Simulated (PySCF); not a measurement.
# 29Si chemical shifts

How the numbers were obtained: GIAO PBE0/pcSseg-1 shieldings, geometry from GFN2-xTB, in PySCF 2.14 (no relativistic terms, rapidly exchanging positions averaged, single conformer, no solvent).

Shieldings were converted by a linear fit to measured shifts: 29Si: δ = 279.94 − 0.822σ (rms 8.9 ppm, 72 shifts, 25.8 ppm with the 6 outliers that the fit left out vs TMS, solution or neat liquid). Occasional misses reach two or three times the rms, and more in compound classes unlike the fitted ones.

Give the 29Si shifts of `CS[Si@@H]([SiH3])NC1CC1`, `C=C(F)C[Si@](C)([SiH3])CC#N`, `C=C(F)C[Si@](C)([SiH3])CC#N`, `F/C([SiH3])=C\C[SiH3]`, `C#CC#CCC[Si@@H](P)OC`, `C=C[C@@H]1C=C(N([SiH3])[SiH3])[C@@H]1F`, `C=C/C=C(/[SiH2]F)SC`, `FC/C([SiH3])=C\[SiH3]`, `C#C[C@@H]1[SiH2]C=C[SiH2][C@@H]1F`.

Answers


| compound | environment | δ (ppm) |
| --- | --- | --- |
| [CH3:1][S:2][Si@@H:3]([SiH3:4])[NH:5][CH:6]1[CH2:7][CH2:8]1 | Si3: silicon bonded to N, S, Si, H | -12.3 |
| [CH3:1][S:2][Si@@H:3]([SiH3:4])[NH:5][CH:6]1[CH2:7][CH2:8]1 | Si4: silicon bonded to Si, 3 H | -109.5 |
| [CH2:1]=[C:2]([F:3])[CH2:4][Si@:5]([CH3:6])([SiH3:7])[CH2:8][C:9]#[N:10] | Si5: silicon bonded to 3 C, Si | -14.9 |
| [CH2:1]=[C:2]([F:3])[CH2:4][Si@:5]([CH3:6])([SiH3:7])[CH2:8][C:9]#[N:10] | Si7: silicon bonded to Si, 3 H | -100.9 |
| [CH2:1]=[C:2]([F:3])[CH2:4][Si@:5]([CH3:6])([SiH3:7])[CH2:8][C:9]#[N:10] | Si5: silicon bonded to 3 C, Si | -14.9 |
| [CH2:1]=[C:2]([F:3])[CH2:4][Si@:5]([CH3:6])([SiH3:7])[CH2:8][C:9]#[N:10] | Si7: silicon bonded to Si, 3 H | -100.9 |
| [F:1]/[C:2]([SiH3:3])=[CH:4]\[CH2:5][SiH3:6] | Si6: silicon bonded to C, 3 H | -65.5 |
| [F:1]/[C:2]([SiH3:3])=[CH:4]\[CH2:5][SiH3:6] | Si3: silicon bonded to C, 3 H | -73.1 |
| C#CC#CCC[Si@@H](P)OC | silicon bonded to C, O, P, H | 0.2 |
| C=C[C@@H]1C=C(N([SiH3])[SiH3])[C@@H]1F | silicon bonded to N, 3 H (×2) | -47.4 |
| C=C/C=C(/[SiH2]F)SC | silicon bonded to C, F, 2 H | -7.1 |
| [F:1][CH2:2]/[C:3]([SiH3:4])=[CH:5]\[SiH3:6] | Si4: silicon bonded to C, 3 H | -65.0 |
| [F:1][CH2:2]/[C:3]([SiH3:4])=[CH:5]\[SiH3:6] | Si6: silicon bonded to C, 3 H | -83.6 |
| [CH:1]#[C:2][C@@H:3]1[SiH2:4][CH:5]=[CH:6][SiH2:7][C@@H:8]1[F:9] | Si4: silicon bonded to 2 C, 2 H, in a 6-membered ring | -52.1 |
| [CH:1]#[C:2][C@@H:3]1[SiH2:4][CH:5]=[CH:6][SiH2:7][C@@H:8]1[F:9] | Si7: silicon bonded to 2 C, 2 H, in a 6-membered ring | -54.2 |
